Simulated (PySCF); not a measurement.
C₆H₁₅Sb, charge +1, doublet, at a GFN2-xTB geometry (a state made from the parent by changing its charge; the spin is typed, not shown lowest) (all electrons, no relativity).

Input for PySCF:
```python
from pyscf import gto, scf, dft

mol = gto.M(
    atom='''
Sb    0.083947   -0.147937    0.648144
C     1.595144    1.220621   -0.262054
C     1.094361    1.812295   -1.556277
H     2.478574    0.600135   -0.402695
H     1.813051    1.990871    0.474394
H     0.226906    2.450718   -1.403704
H     0.852167    1.048497   -2.292118
H     1.886444    2.435031   -1.973874
C    -1.878308    0.391271   -0.265072
C    -2.495213    1.632677    0.330805
H    -2.514139   -0.481379   -0.128578
H    -1.645758    0.518593   -1.321096
H    -1.842652    2.498878    0.234898
H    -2.740972    1.491456    1.381670
H    -3.422333    1.855039   -0.197372
C     0.546866   -2.164012   -0.178125
C     0.681755   -2.098578   -1.680054
H    -0.271377   -2.811154    0.131668
H     1.467657   -2.493535    0.299100
H     1.506492   -1.459496   -1.988228
H    -0.235555   -1.760683   -2.157783
H     0.892591   -3.103810   -2.046954
''',
    basis='sto-3g',
    charge=1,
    spin=1,
    verbose=3,
)

mf = dft.UKS(mol)
mf.xc = 'blyp'
mf.kernel()
```

Task: Estimate the Mulliken (on the basis functions themselves) charges in atom order that BLYP/STO-3G run with PySCF returns for this input.

Result: Sb1 0.80, C2 -0.24, C3 -0.23, H4 0.11, H5 0.12, H6 0.10, H7 0.09, H8 0.12, C9 -0.24, C10 -0.23, H11 0.11, H12 0.11, H13 0.09, H14 0.10, H15 0.11, C16 -0.24, C17 -0.24, H18 0.12, H19 0.12, H20 0.09, H21 0.09, H22 0.12

Task: Give the number of basis functions at the level BLYP/STO-3G.

Result: 72

Task: Estimate the nuclear repulsion energy that BLYP/STO-3G returns for this input.

Result: 723.9288 Eh

Task: Predict the total energy from BLYP/STO-3G.

Result: -6487.7586 Eh

Task: What is the computed <S^2> (BLYP/STO-3G)?

Result: 0.751

Task: Estimate the HOMO energy that BLYP/STO-3G returns for this input.

Result: -9.42 eV

These values belong to the state on which the SCF converged, which isn't shown to be the lowest.
